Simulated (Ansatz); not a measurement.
The first iterations of a band of CH5AlBF (9 atoms, charge 0, multiplicity 1).

Level of theory: RKS B3LYP-D4/6-31G* (Ansatz).

```yaml
movable_images: 5
climbing_image: yes
spring: 5.0 eV/Å²
optimiser: quadratic models (default)
start_path: through a guess of the saddle point
force_threshold: 0.03 eV/Å
iteration_limit: 60
end_points: relaxed
```

First end point:

```xyz
9
Properties=species:S:1:pos:R:3
C -0.317 0.754 -1.403
Al -0.342 -0.636 -0.004
B 0.691 -0.437 1.884
F 1.952 -0.865 2.005
H 0.413 1.552 -1.228
H -0.112 0.317 -2.389
H -1.307 1.228 -1.481
H -1.212 -1.951 -0.282
H 0.233 0.039 2.897
```

Last end point:

```xyz
9
Properties=species:S:1:pos:R:3
C -0.313 0.747 -1.405
Al -0.306 -0.665 -0.028
B 0.744 -0.464 1.851
F 0.134 0.100 2.899
H 0.510 1.463 -1.306
H -0.280 0.328 -2.419
H -1.247 1.325 -1.341
H -1.119 -2.012 -0.327
H 1.877 -0.823 2.076
```

| iteration | highest image above the first end (eV) | largest band force component (eV/Å) |
| --- | --- | --- |
| 1 | 65.457 | 297.766 |
| 2 | 33.495 | 103.262 |
| 3 | 20.882 | 64.388 |
| 4 | 13.238 | 37.318 |
| 5 | 9.507 | 16.466 |
| 6 | 7.890 | 12.441 |
| 7 | 6.246 | 5.987 |
| 8 | 5.923 | 5.102 |
| 9 | 5.317 | 5.777 |

Question: Does the band converge within its limit, and where does its top end?

Answer: It converged. It ended after 27 iterations with the highest image 0.058 eV above the first end. A vibrational analysis at the climbing image gives one clearly imaginary mode, 58i cm⁻¹, and a faint second one (22i cm⁻¹) that may be numerical noise or a soft torsion: probably a first-order saddle point.

The run took 5.9 min on 1 CPU thread of a shared host.
